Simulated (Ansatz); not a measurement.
Consider the formal exchange of groups at a B–N bond: `C=NBC[SiH3]` + BH₃ → `BBC[SiH3]` + `C=N`.

Program: Ansatz. Geometries: PBE0-D4/def2-TZVP. ΔE: electronic, gas phase. CBS: MP2 limit from def2 TZ/QZ plus the TZ coupled-cluster correction, frozen cores. This one scheme is used for every species. Functionals use def2-TZVPP. Each species was taken in one conformer, which may not be the lowest.

| level | ΔE (eV) |
| --- | --- |
| PBE-D4 | 1.13 |
| revPBE-D4 | 1.12 |
| BHLYP-D4 | 1.18 |
| RPA@PBE/def2-TZVPP | 1.09 |
| HF/def2-SVP | 1.25 |
| SCS-MP2/def2-TZVPP | 1.19 |
| CCSD(T)/def2-TZVPP | 1.12 |
| HF/def2-QZVPP | 1.11 |

(1) What does CCSD(T)/CBS give? (An estimate is asked.)

Largest T1 diagnostic among the species: 0.014.

## Answers

(1) The calculation gave: +1.11 eV. The listed levels differ from it by 0.02, 0.01, 0.07, -0.02, 0.14, 0.08, 0.01, 0.00 eV.

Leaving LDA and LC-ωPBE aside and taking each functional with its dispersion term where it has one, the values, not all of them listed here, spread over 0.16 eV, from B97M-V to BLYP-D4. LDA lies +0.12 eV from PBE without D4. At CCSD(T), def2-SVP lies +0.18 eV from the extrapolated value and def2-TZVPP +0.01 eV.
